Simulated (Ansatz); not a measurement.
Start from `OB(F)Br` and change one atom or group to get `OB(F)S[SiH3]`.

Ansatz, PBE0-D4/def2-TZVP geometries, multiplicity 1. Each molecule was computed in one conformer, which needn't be the lowest.

Scalar relativity is left out up to krypton.

```
                                        property  `OB(F)Br`
               LUMO energy (PBE/def2-TZVPP) / eV      -0.79
           HOMO energy (ωB97M-V/def2-TZVPP) / eV     -11.08
             HOMO energy (B3LYP/def2-TZVPP) / eV      -8.54
             HOMO–LUMO gap (PBE/def2-TZVPP) / eV       6.66
size of the dipole moment (B3LYP/def2-TZVPP) / D       1.87
             LUMO energy (B3LYP/def2-TZVPP) / eV      -0.01
```

Q: Give the same properties after the change, and the shifts. (Best estimate.)

A: Ansatz gave: 
```csv
property,`OB(F)S[SiH3]`,shift
LUMO energy (PBE/def2-TZVPP) / eV,-0.76,0.03
HOMO energy (ωB97M-V/def2-TZVPP) / eV,-9.95,1.13
HOMO energy (B3LYP/def2-TZVPP) / eV,-7.55,0.99
HOMO–LUMO gap (PBE/def2-TZVPP) / eV,5.83,-0.83
size of the dipole moment (B3LYP/def2-TZVPP) / D,1.86,-0.01
LUMO energy (B3LYP/def2-TZVPP) / eV,-0.15,-0.14
```

With PBE0 the HOMO rises by 1.02 eV and the LUMO falls by 0.14 eV, so the gap narrows by about 1.16 eV. PBE moves the HOMO by 0.86 eV and ωB97M-V by 1.13 eV. Dipoles are sizes alone; their direction can turn.

B3LYP here is the variant with VWN-RPA as its local correlation; programs differ in this.

Spin–orbit coupling is left out; it splits and shifts lone-pair levels of the heavy atoms by tenths of an eV.
